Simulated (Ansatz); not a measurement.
Steps of a relaxation of C2H9NSi2 (`N[SiH2]/C=C/[SiH3]`) with RKS PBE-D4/def2-SVP.

```sh
$ ansatz run in.yaml --threads 4 --pin off --events-out ev --progress --plain --max-ram 10444MiB
```

```yaml
crystal:
  periodic: [false, false, false]
  atoms:
    - {symbol: N, position_ang: [-1.619800, -0.899600, 1.869200]}
    - {symbol: Si, position_ang: [-0.100900, -1.379600, 1.483400]}
    - {symbol: C, position_ang: [0.572700, -0.161200, 0.290700]}
    - {symbol: C, position_ang: [0.131500, 0.247400, -0.860200]}
    - {symbol: Si, position_ang: [0.780100, 1.448300, -2.047000]}
    - {symbol: H, position_ang: [-1.620500, 0.117700, 2.195600]}
    - {symbol: H, position_ang: [-2.184000, -0.816200, 1.003500]}
    - {symbol: H, position_ang: [-0.167700, -2.696100, 0.860900]}
    - {symbol: H, position_ang: [0.685800, -1.371600, 2.779500]}
    - {symbol: H, position_ang: [1.563900, 0.233400, 0.660100]}
    - {symbol: H, position_ang: [-0.903900, -0.159100, -1.177000]}
    - {symbol: H, position_ang: [2.187400, 1.797100, -1.611600]}
    - {symbol: H, position_ang: [-0.093200, 2.716500, -2.038600]}
    - {symbol: H, position_ang: [0.755700, 0.893800, -3.379600]}
basis:
  gaussian: {orbitals: def2-SVP}
hamiltonian: {xc: pbe, dispersion: d4}
relax: {f_tol: 0.03, max_steps: 200}
```

Positions (Å) and forces (eV/Å) along the path, 10 of 16 steps:

```xyz
14
step=1 energy=-19444.2076 eV
N    -1.620   -0.900    1.869   -4.154    2.760    0.866
Si   -0.101   -1.380    1.483    2.690   -0.782    0.246
C     0.573   -0.161    0.291    3.309   -0.343    2.650
C     0.132    0.247   -0.860   -3.365   -0.307   -2.327
Si    0.780    1.448   -2.047    0.563    1.735    0.537
H    -1.621    0.118    2.196   -0.021   -1.417   -0.060
H    -2.184   -0.816    1.004   -0.162   -0.310    0.286
H    -0.168   -2.696    0.861    0.070   -0.900   -0.283
H     0.686   -1.372    2.780    0.158   -0.076   -0.309
H     1.564    0.233    0.660   -0.260    0.092   -0.437
H    -0.904   -0.159   -1.177    0.939    0.234    0.194
H     2.187    1.797   -1.612   -0.081    0.089   -0.187
H    -0.093    2.716   -2.039    0.288   -0.368   -0.060
H     0.756    0.894   -3.380    0.025   -0.407   -1.116
14
step=2 energy=-19444.8420 eV
N    -1.716   -0.904    1.936   -1.790    1.230    0.129
Si   -0.140   -1.363    1.502    1.559   -0.584   -0.077
C     0.660   -0.196    0.276    1.119    0.403    0.536
C     0.136    0.266   -0.872   -1.223   -0.878   -0.453
Si    0.810    1.495   -2.067    0.354    0.739    0.028
H    -1.748    0.069    2.312   -0.007   -0.584    0.013
H    -2.338   -0.865    1.109    0.005   -0.201    0.301
H    -0.175   -2.737    0.917   -0.088   -0.229   -0.079
H     0.729   -1.377    2.739   -0.083    0.024   -0.074
H     1.650    0.221    0.598   -0.241   -0.039   -0.173
H    -0.840   -0.207   -1.205    0.387    0.374    0.229
H     2.220    1.885   -1.690   -0.066   -0.010   -0.023
H    -0.050    2.744   -2.083    0.060   -0.093    0.001
H     0.791    0.939   -3.443    0.015   -0.153   -0.359
14
step=3 energy=-19444.9601 eV
N    -1.767   -0.936    1.964   -0.299    0.173   -0.397
Si   -0.128   -1.350    1.500    0.296   -0.106   -0.018
C     0.718   -0.171    0.271   -0.064    0.204   -0.420
C     0.160    0.241   -0.905   -0.870   -0.041    0.624
Si    0.853    1.504   -2.104    0.102   -0.086   -0.197
H    -1.857   -0.001    2.380   -0.010   -0.038    0.076
H    -2.446   -0.974    1.183    0.179   -0.090    0.304
H    -0.173   -2.748    0.925   -0.023    0.149   -0.010
H     0.737   -1.354    2.732   -0.074    0.006    0.053
H     1.715    0.247    0.535    0.010   -0.205   -0.071
H    -0.918   -0.069   -1.094    0.785   -0.006   -0.060
H     2.257    1.900   -1.733   -0.003   -0.047    0.036
H    -0.005    2.740   -2.119   -0.055    0.033    0.011
H     0.844    0.940   -3.507    0.024    0.054    0.068
14
step=9 energy=-19445.1015 eV
N    -1.778   -1.022    1.683   -0.042    0.050   -0.048
Si   -0.058   -1.268    1.547    0.061   -0.114    0.119
C     0.793   -0.263    0.199   -0.143    0.076   -0.089
C     0.076    0.500   -0.663    0.144    0.093   -0.167
Si    0.822    1.534   -2.055   -0.059   -0.050    0.058
H    -2.136   -0.106    1.964    0.008   -0.005    0.019
H    -2.413   -1.454    1.008    0.033   -0.016   -0.011
H     0.165   -2.732    1.275   -0.012   -0.022    0.012
H     0.576   -0.909    2.865    0.000    0.003    0.030
H     1.898   -0.291    0.105   -0.018    0.013    0.014
H    -1.029    0.509   -0.554    0.035   -0.019    0.041
H     2.316    1.619   -1.891   -0.008   -0.023    0.010
H     0.241    2.925   -2.053    0.005    0.015    0.009
H     0.514    0.929   -3.401   -0.005   -0.001    0.003
14
step=10 energy=-19445.1046 eV
N    -1.777   -1.034    1.647    0.024    0.029    0.009
Si   -0.048   -1.264    1.562   -0.076   -0.044    0.057
C     0.794   -0.265    0.198    0.044    0.024   -0.043
C     0.082    0.507   -0.660   -0.073    0.088    0.048
Si    0.814    1.535   -2.057    0.024   -0.049   -0.017
H    -2.155   -0.126    1.930    0.014   -0.031    0.002
H    -2.390   -1.476    0.957    0.046    0.002    0.005
H     0.197   -2.735    1.327    0.005    0.051    0.007
H     0.549   -0.868    2.891   -0.019   -0.012   -0.047
H     1.901   -0.308    0.093   -0.104   -0.004   -0.015
H    -1.022    0.550   -0.512    0.148   -0.073   -0.049
H     2.318    1.559   -1.933   -0.073   -0.001   -0.013
H     0.280    2.945   -2.012    0.027   -0.028   -0.009
H     0.444    0.952   -3.403    0.012    0.048    0.064
14
step=11 energy=-19445.1057 eV
N    -1.776   -1.037    1.647   -0.016    0.014    0.011
Si   -0.047   -1.264    1.569   -0.067   -0.014   -0.015
C     0.788   -0.256    0.202    0.063    0.017    0.008
C     0.081    0.520   -0.657   -0.138   -0.148   -0.028
Si    0.814    1.536   -2.055    0.063    0.036   -0.036
H    -2.157   -0.134    1.942    0.018   -0.049   -0.016
H    -2.380   -1.471    0.944    0.044    0.019    0.032
H     0.204   -2.734    1.333    0.010    0.054    0.005
H     0.547   -0.867    2.899   -0.019   -0.007   -0.061
H     1.894   -0.294    0.101   -0.044    0.037    0.016
H    -1.029    0.512   -0.547    0.127    0.058    0.037
H     2.319    1.531   -1.946   -0.074    0.002   -0.013
H     0.311    2.960   -2.004    0.027   -0.048   -0.006
H     0.419    0.970   -3.401    0.006    0.030    0.063
14
step=12 energy=-19445.1086 eV
N    -1.780   -1.043    1.655    0.010    0.007    0.001
Si   -0.051   -1.262    1.567   -0.011   -0.006    0.004
C     0.787   -0.255    0.202    0.016    0.020    0.014
C     0.078    0.509   -0.666   -0.066   -0.027   -0.005
Si    0.818    1.533   -2.057    0.022    0.019   -0.036
H    -2.163   -0.141    1.949    0.007   -0.015   -0.001
H    -2.384   -1.476    0.953    0.014   -0.001    0.002
H     0.210   -2.728    1.329   -0.002    0.022    0.004
H     0.546   -0.862    2.892   -0.013   -0.001   -0.023
H     1.893   -0.280    0.110   -0.024   -0.004    0.001
H    -1.028    0.515   -0.549    0.063    0.005    0.001
H     2.321    1.521   -1.952   -0.037   -0.008   -0.004
H     0.325    2.958   -1.999    0.013   -0.022    0.008
H     0.415    0.982   -3.405    0.007    0.013    0.036
14
step=13 energy=-19445.1101 eV
N    -1.781   -1.054    1.650   -0.002   -0.002    0.000
Si   -0.051   -1.254    1.571    0.004    0.005   -0.005
C     0.784   -0.249    0.204    0.000    0.002    0.000
C     0.075    0.507   -0.670    0.008   -0.001   -0.001
Si    0.818    1.531   -2.059    0.001   -0.003    0.004
H    -2.175   -0.158    1.945   -0.002   -0.002    0.000
H    -2.373   -1.488    0.938    0.001    0.000    0.000
H     0.230   -2.717    1.344    0.002    0.000    0.003
H     0.533   -0.838    2.896   -0.002    0.001    0.002
H     1.889   -0.275    0.112   -0.003    0.001   -0.001
H    -1.029    0.515   -0.551   -0.006    0.000    0.001
H     2.320    1.477   -1.975   -0.001   -0.004   -0.003
H     0.365    2.966   -1.971    0.004    0.002    0.002
H     0.382    1.009   -3.405   -0.004    0.003   -0.002
14
step=14 energy=-19445.1110 eV
N    -1.785   -1.077    1.635   -0.004   -0.003   -0.010
Si   -0.049   -1.241    1.581    0.003   -0.010    0.010
C     0.782   -0.245    0.205   -0.006    0.005    0.001
C     0.072    0.510   -0.669    0.058    0.010   -0.007
Si    0.819    1.528   -2.061    0.009    0.028   -0.020
H    -2.201   -0.192    1.932    0.002   -0.012   -0.006
H    -2.355   -1.518    0.910    0.004    0.012    0.014
H     0.270   -2.700    1.384   -0.003    0.010    0.002
H     0.505   -0.787    2.907   -0.005   -0.001   -0.006
H     1.887   -0.275    0.108    0.005   -0.003   -0.004
H    -1.030    0.524   -0.546   -0.049   -0.004    0.000
H     2.321    1.399   -2.027   -0.050    0.004   -0.006
H     0.441    2.984   -1.924    0.018   -0.050   -0.007
H     0.311    1.061   -3.405    0.017    0.015    0.038
14
step=16 energy=-19445.1114 eV
N    -1.785   -1.083    1.631   -0.002    0.005    0.001
Si   -0.049   -1.239    1.582    0.000   -0.001   -0.002
C     0.783   -0.243    0.207    0.003   -0.003    0.005
C     0.074    0.513   -0.667   -0.006    0.002   -0.007
Si    0.819    1.528   -2.061    0.000    0.003    0.003
H    -2.206   -0.199    1.928    0.001   -0.003    0.001
H    -2.353   -1.523    0.904    0.003   -0.001    0.000
H     0.278   -2.697    1.390    0.001    0.000    0.001
H     0.497   -0.779    2.909   -0.001    0.001    0.000
H     1.887   -0.276    0.107   -0.002   -0.001    0.000
H    -1.030    0.528   -0.543    0.005    0.000   -0.002
H     2.317    1.386   -2.039    0.000   -0.001   -0.001
H     0.457    2.985   -1.919    0.001    0.001   -0.001
H     0.298    1.070   -3.400   -0.001   -0.001    0.001
```

Run time 23 s (4 threads of an Arm Neoverse V2 on a shared host); peak host memory 0.15 GiB.
